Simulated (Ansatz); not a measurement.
Species: CdCl, net charge 0, doublet state. The spin state was set by rule; other spins were not relaxed. 
Structure (B3LYP-D3(BJ)/def2-TZVP (Ansatz, a first-principles code) minimum search):
```
Cd
Cl 1 2.3992
```
Charge 0, spin multiplicity 2.

Basis-set convergence of Hartree-Fock and CCSD correlation energies (hartree) with Ansatz. Correlated levels leave the core frozen unless marked. UHF or UKS for open shells. Spin-orbit coupling is left out. Frozen are the shells of the preceding noble gas and the d and f shells that filled before the atom's block. Past Kr the def2 sets carry scalar-relativistic core potentials.

| basis | functions | E(HF) | E(corr, CCSD) |
|---|---|---|---|
| def2-SVP | 49 | -626.22397 | -0.39498 |
| def2-TZVPP | 98 | -626.42121 | -0.59654 |
| def2-QZVPP | 158 | -626.43683 | -0.64910 |

Extrapolating the two largest sets (X = 3 and 4) as X^-3: E(corr) = (64·(-0.64910) - 27·(-0.59654))/37 = -0.6875 Eh, an estimate of the basis-set limit. The largest set recovers 94.4 % of it, the smallest 57.5 %.
